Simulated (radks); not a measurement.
Spin polarisation of the 3s1 shell in the magnesium ion Mg+. Start: [Ne] 3s(up 0.5, down 0.5); electrons of 3s are moved from spin down to spin up, other shells keep equal spins. Calculated with a radial shooting solver on a logarithmic mesh with Libxc functionals: non-relativistic Kohn-Sham, PBE, spin-polarised, spherical densities, point nucleus.

moment (Bohr magnetons),E - E(0) (eV),e(3s up) (eV),e(3s down) (eV),2p down minus up (eV)
0,0.000,-11.361,-11.361,0.000
0.25,-0.021,-11.520,-11.189,0.041
0.5,-0.082,-11.664,-11.009,0.082
0.75,-0.184,-11.791,-10.826,0.125

At moment 0.75 the spin-polarisation energy is -0.184 eV and the 3s exchange splitting 0.965 eV, that is 1.286 eV per Bohr magneton; E = -I m^2/4 would give I = 1.306 eV.
